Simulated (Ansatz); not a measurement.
Steps of a relaxation of `C[O][Y]([O]C)[O]C` with RKS PBE-D4/def2-SVP.

```sh
$ ansatz run in.yaml --threads 2 --pin off --events-out ev --progress --plain --max-ram 22528MiB --backend cpu
```

```yaml
crystal:
  periodic: [false, false, false]
  atoms:
    - {symbol: C, position_ang: [-2.109400, 0.377600, -0.197100]}
    - {symbol: O, position_ang: [-1.533100, 0.222300, 1.018500]}
    - {symbol: Y, position_ang: [-0.468400, -0.116800, 3.143100]}
    - {symbol: O, position_ang: [0.548400, -1.398600, 1.194000]}
    - {symbol: C, position_ang: [0.982000, -2.097300, 0.073900]}
    - {symbol: O, position_ang: [1.238100, 1.326700, 0.671300]}
    - {symbol: C, position_ang: [1.262200, 1.668200, -0.671300]}
    - {symbol: H, position_ang: [-3.134000, -0.007600, -0.188000]}
    - {symbol: H, position_ang: [-2.233500, 1.527100, -0.370400]}
    - {symbol: H, position_ang: [-1.560300, -0.058800, -0.987400]}
    - {symbol: H, position_ang: [0.280300, -1.962600, -0.746800]}
    - {symbol: H, position_ang: [1.094800, -3.160600, 0.349800]}
    - {symbol: H, position_ang: [1.927700, -1.653000, -0.186800]}
    - {symbol: H, position_ang: [0.388000, 2.398300, -0.848200]}
    - {symbol: H, position_ang: [2.205300, 2.118600, -0.932500]}
    - {symbol: H, position_ang: [1.089000, 0.794000, -1.277800]}
basis:
  gaussian: {orbitals: def2-SVP}
hamiltonian: {xc: pbe, dispersion: d4}
relax: {f_tol: 0.03, max_steps: 200}
```

Positions (Å) and forces (eV/Å) along the path, 9 of 29 steps:

```xyz
16
step=1 energy=-10419.3183 eV
C    -2.109    0.378   -0.197   -1.064    2.842    1.638
O    -1.533    0.222    1.018    0.948   -0.195    4.545
Y    -0.468   -0.117    3.143    0.132   -0.946   -7.823
O     0.548   -1.399    1.194   -0.693    0.828    2.997
C     0.982   -2.097    0.074   -0.710    0.554    2.148
O     1.238    1.327    0.671    1.013    0.134    0.469
C     1.262    1.668   -0.671   -3.190    0.416    2.710
H    -3.134   -0.008   -0.188   -0.768   -0.402   -0.314
H    -2.233    1.527   -0.370    0.108   -1.158   -0.409
H    -1.560   -0.059   -0.987    1.141   -0.843   -1.661
H     0.280   -1.963   -0.747   -0.582   -0.164   -0.860
H     1.095   -3.161    0.350    0.214   -0.527   -0.438
H     1.928   -1.653   -0.187    1.335    0.135   -0.727
H     0.388    2.398   -0.848    0.839   -0.212   -0.641
H     2.205    2.119   -0.932    1.259    0.611   -0.424
H     1.089    0.794   -1.278    0.016   -1.074   -1.209
16
step=3 energy=-10423.6051 eV
C    -2.110    0.410   -0.138   -0.151    0.327    0.042
O    -1.542    0.230    1.132   -1.117    0.389    0.966
Y    -0.434   -0.165    2.758    1.652   -0.587   -5.947
O     0.529   -1.390    1.306   -0.313   -0.426    1.815
C     0.961   -2.067    0.141   -0.142    0.526    0.705
O     1.271    1.333    0.712    0.197    0.218    0.698
C     1.214    1.666   -0.623   -0.285   -0.443    1.233
H    -3.145   -0.013   -0.192    0.111   -0.053    0.142
H    -2.229    1.507   -0.379    0.218   -0.402    0.108
H    -1.542   -0.062   -0.987    0.148    0.106    0.484
H     0.270   -1.962   -0.740   -0.052    0.061    0.371
H     1.098   -3.163    0.338   -0.031    0.194   -0.061
H     1.944   -1.652   -0.191   -0.032   -0.016    0.060
H     0.400    2.402   -0.868    0.085    0.129   -0.270
H     2.204    2.124   -0.931   -0.206    0.079   -0.040
H     1.087    0.778   -1.295   -0.082   -0.101   -0.306
16
step=4 energy=-10424.7756 eV
C    -2.122    0.420   -0.136   -0.138   -0.137   -0.146
O    -1.584    0.242    1.147   -1.712    0.452   -0.473
Y    -0.355   -0.166    2.580    1.878    0.989   -2.614
O     0.526   -1.420    1.353    0.510   -1.595   -0.140
C     0.958   -2.058    0.163    0.096    0.117    0.201
O     1.272    1.338    0.742   -0.268   -0.168    0.992
C     1.204    1.658   -0.593    0.244   -0.288    0.649
H    -3.150   -0.015   -0.194    0.061    0.011    0.064
H    -2.225    1.503   -0.381    0.125   -0.042    0.037
H    -1.536   -0.060   -0.973    0.047    0.174    0.592
H     0.266   -1.956   -0.723   -0.028    0.156    0.594
H     1.098   -3.159    0.335   -0.051    0.263    0.009
H     1.942   -1.648   -0.184   -0.211    0.038    0.251
H     0.405    2.401   -0.870   -0.032    0.057   -0.109
H     2.195    2.123   -0.926   -0.400   -0.052    0.076
H     1.084    0.776   -1.295   -0.119    0.027    0.017
16
step=10 energy=-10427.8876 eV
C    -2.529    0.477   -0.123    0.011   -0.126    0.183
O    -1.828    0.398    1.092   -0.151    0.033   -0.417
Y     0.032    0.169    1.887    0.070    0.146   -0.083
O     0.697   -1.671    1.326    0.165   -0.221   -0.466
C     1.119   -2.413    0.208   -0.065   -0.046    0.194
O     1.167    1.471    0.792   -0.105   -0.019   -0.266
C     1.397    1.898   -0.526    0.110   -0.025    0.208
H    -3.543    0.004   -0.052    0.146    0.035    0.024
H    -2.692    1.534   -0.451    0.025   -0.007    0.061
H    -1.989   -0.039   -0.963   -0.096    0.062    0.152
H     0.384   -2.366   -0.640    0.068    0.006    0.149
H     1.250   -3.500    0.453   -0.038    0.168    0.021
H     2.101   -2.057   -0.198   -0.087   -0.002    0.088
H     0.668    2.678   -0.857    0.015   -0.019    0.063
H     2.419    2.338   -0.644   -0.091   -0.045    0.032
H     1.323    1.055   -1.261    0.024    0.059    0.055
16
step=11 energy=-10427.9458 eV
C    -2.649    0.476   -0.113    0.097   -0.141    0.253
O    -1.846    0.392    1.040   -0.294    0.038   -0.462
Y     0.026    0.170    1.794    0.150    0.116   -0.036
O     0.713   -1.669    1.264    0.180   -0.340   -0.470
C     1.154   -2.510    0.222   -0.132    0.048    0.337
O     1.172    1.490    0.740   -0.027    0.066   -0.362
C     1.484    1.994   -0.536    0.066   -0.091    0.318
H    -3.649   -0.007    0.041    0.149    0.062   -0.002
H    -2.839    1.535   -0.416    0.006   -0.024    0.040
H    -2.172   -0.034   -0.993   -0.098    0.068    0.140
H     0.434   -2.523   -0.637    0.069   -0.016    0.112
H     1.269   -3.572    0.567   -0.033    0.220   -0.039
H     2.145   -2.189   -0.187   -0.057   -0.019    0.055
H     0.777    2.799   -0.853    0.022   -0.008    0.026
H     2.515    2.431   -0.566   -0.131   -0.065    0.015
H     1.444    1.196   -1.322    0.034    0.087    0.075
16
step=16 energy=-10428.1670 eV
C    -3.136    0.457   -0.043    0.381   -0.047    0.246
O    -1.932    0.342    0.674   -0.356    0.022   -0.271
Y     0.034    0.134    1.179   -0.046    0.014   -0.109
O     0.768   -1.748    0.896    0.142   -0.314   -0.215
C     1.273   -2.926    0.322   -0.109    0.370    0.203
O     1.201    1.591    0.361    0.152    0.231   -0.323
C     1.848    2.435   -0.558   -0.104   -0.249    0.310
H    -3.987   -0.022    0.496    0.014   -0.031    0.015
H    -3.422    1.522   -0.212    0.019    0.039    0.001
H    -3.072   -0.026   -1.049    0.007    0.002    0.053
H     0.655   -3.270   -0.542   -0.017    0.005    0.007
H     1.297   -3.763    1.059   -0.008   -0.021    0.022
H     2.317   -2.792   -0.053   -0.014   -0.002    0.005
H     1.231    3.331   -0.817    0.015   -0.058    0.026
H     2.821    2.809   -0.154   -0.049    0.003   -0.013
H     2.082    1.904   -1.514   -0.027    0.035    0.042
16
step=20 energy=-10428.2186 eV
C    -3.266    0.451   -0.008    0.025   -0.038    0.014
O    -1.971    0.316    0.489   -0.095    0.009   -0.053
Y     0.024    0.105    0.861    0.003   -0.003   -0.044
O     0.788   -1.783    0.715    0.034   -0.094   -0.046
C     1.303   -3.029    0.363   -0.037    0.009    0.039
O     1.218    1.606    0.166    0.063    0.080   -0.081
C     1.952    2.552   -0.547    0.017   -0.069    0.028
H    -4.026   -0.022    0.663    0.059    0.028   -0.027
H    -3.563    1.522   -0.131    0.018   -0.025    0.017
H    -3.381   -0.031   -1.011    0.012    0.021    0.064
H     0.717   -3.510   -0.461    0.012    0.029    0.050
H     1.291   -3.745    1.224   -0.003    0.064   -0.055
H     2.362   -2.965    0.010   -0.018    0.010    0.022
H     1.356    3.471   -0.770   -0.018    0.002    0.014
H     2.862    2.885    0.012   -0.055   -0.035   -0.018
H     2.308    2.154   -1.531   -0.016    0.012    0.075
16
step=27 energy=-10428.2447 eV
C    -3.397    0.449    0.049    0.017   -0.021    0.005
O    -2.020    0.277    0.152   -0.021    0.001   -0.009
Y     0.007    0.025    0.222   -0.001    0.005   -0.004
O     0.789   -1.858    0.368    0.008   -0.022    0.005
C     1.331   -3.138    0.414   -0.014    0.002    0.006
O     1.240    1.606   -0.178    0.011    0.007   -0.009
C     2.059    2.681   -0.508   -0.002    0.001    0.012
H    -3.939    0.018    0.927    0.007    0.006   -0.008
H    -3.684    1.527   -0.014   -0.004    0.008    0.000
H    -3.814   -0.051   -0.859    0.009    0.006    0.012
H     0.795   -3.846   -0.264    0.004    0.010    0.008
H     1.277   -3.577    1.440   -0.001    0.011   -0.015
H     2.407   -3.152    0.114    0.003    0.001    0.000
H     1.476    3.617   -0.689    0.003   -0.004    0.001
H     2.794    2.910    0.302   -0.012   -0.007   -0.011
H     2.655    2.486   -1.433   -0.006   -0.004    0.010
16
step=29 energy=-10428.2453 eV
C    -3.402    0.451    0.057    0.010   -0.013    0.001
O    -2.024    0.270    0.106   -0.017    0.001   -0.005
Y     0.004    0.011    0.130    0.002    0.004    0.000
O     0.789   -1.867    0.321    0.006   -0.017    0.002
C     1.334   -3.143    0.419   -0.011    0.005    0.004
O     1.239    1.602   -0.224    0.009    0.010   -0.006
C     2.063    2.688   -0.499    0.005   -0.010    0.004
H    -3.911    0.035    0.961    0.006    0.004   -0.008
H    -3.685    1.530   -0.007    0.000    0.001    0.000
H    -3.859   -0.056   -0.828    0.006    0.006    0.011
H     0.799   -3.878   -0.232    0.003    0.008    0.007
H     1.278   -3.541    1.461    0.001    0.006   -0.014
H     2.410   -3.167    0.121   -0.001    0.001    0.001
H     1.481    3.624   -0.684    0.000   -0.001    0.001
H     2.764    2.904    0.344   -0.011   -0.005   -0.012
H     2.696    2.515   -1.403   -0.008    0.000    0.013
```

It took 2.3 min on 2 threads of an AMD EPYC 7R13 on a shared host, with 0.33 GiB of host memory at the peak.
